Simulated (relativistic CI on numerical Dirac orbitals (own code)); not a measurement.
**Re³⁰⁺: q coefficients and field-shift factors**

Computed by Dirac-Coulomb-Breit CI, orbitals from a KLI potential per configuration, derivatives by finite differences, unscaled Slater integrals, QED left out (own radial code, finite nucleus).

CI space (outside the closed core [Ar] 3d10): 4s²4p⁶4d⁹, 4s²4p⁵4d¹⁰, 4s²4p⁶4d⁸4f, 4s4p⁶4d¹⁰, 4s²4p⁵4d⁹4f, 4s4p⁶4d⁹4f, 4s²4p⁶4d⁸5s, 4s²4p⁶4d⁸5p. Levels of other configurations are missing.

With x = (α/α₀)² − 1 an excitation energy changes as ω = ω₀ + qx; K = 2q/ω₀ is the relative enhancement. Terms are leading LS components, so labels can repeat. The field-shift factor is F = δν/δ⟨r²⟩ for the transition from the lowest level.

Lowest level 4s²4p⁶4d⁹ ²D5/2.

```csv
Level,ω₀ (cm⁻¹),q (cm⁻¹),K,F (GHz/fm²)
4s²4p⁶4d⁹ ²D3/2,143306,145100,2.03,4.07
4s²4p⁵4d¹⁰ ²P°3/2,1500087,163700,0.218,13.9
4s²4p⁶4d⁸4f ⁴F°5/2,1580106,1551,0.00196,21.4
4s²4p⁶4d⁸4f ⁴F°7/2,1587509,9553,0.012,21.7
4s²4p⁶4d⁸4f ⁴D°3/2,1597242,10470,0.0131,21.3
4s²4p⁶4d⁸4f ⁴F°9/2,1610858,19260,0.0239,22.3
4s²4p⁶4d⁸4f ²F°5/2,1612535,12100,0.015,21.6
4s²4p⁶4d⁸4f ⁴I°13/2,1616223,10.6,1.31e-05,21.8
4s²4p⁶4d⁸4f ⁴H°11/2,1628317,6785,0.00833,21.9
4s²4p⁶4d⁸4f ²P°1/2,1631733,36540,0.0448,22.5
4s²4p⁶4d⁸4f ⁴I°15/2,1632753,29970,0.0367,23
4s²4p⁶4d⁸4f ⁴D°7/2,1635926,21780,0.0266,21.9
4s²4p⁶4d⁸4f ²G°9/2,1643481,21800,0.0265,22.6
```

At this charge energies of transitions that change n are usually good to better than 1 %, and those within a shell (Δn = 0) to a few per cent.
